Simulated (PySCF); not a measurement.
**Ni²⁺: excitation energy**

Ni²⁺ [Ar] 3d8 (3F) → Ni²⁺ [Ar] 3d7 4s1 (5F), as a difference of total energies. All numbers are calculated (PySCF 2.14, the non-relativistic Hamiltonian (point nucleus), in def2-TZVPPD (6s6p4d2f1g, 67 functions)). Correlated levels: valence: [Ar] frozen; valence and next inner shell: [Ne] frozen. The calculations carry no spin-orbit coupling.

| method | excitation energy (eV) |
| --- | --- |
| UHF | 5.772 |
| LDA | 7.572 |
| PBE | 7.373 |
| PBE0 | 7.211 |
| r2SCAN | 7.277 |
| r2SCANh | 7.216 |
| HSE06 | 7.150 |
| CAM-B3LYP | 7.263 |
| BP86 | 7.447 |
| MP2 (valence) | 7.392 |
| SCS-MP2 (valence) | 7.522 |
| MP2 (valence and next inner shell) | 7.702 |
| SCS-MP2 (valence and next inner shell) | 7.667 |

Question: How much does correlation contribute at MP2 (valence and next inner shell)?

Answer: 7.702 − (5.772) = 1.930 eV, measured against UHF.

A first-order spin-orbit estimate (lowest level to lowest level, LS coupling) adds -0.011 eV.
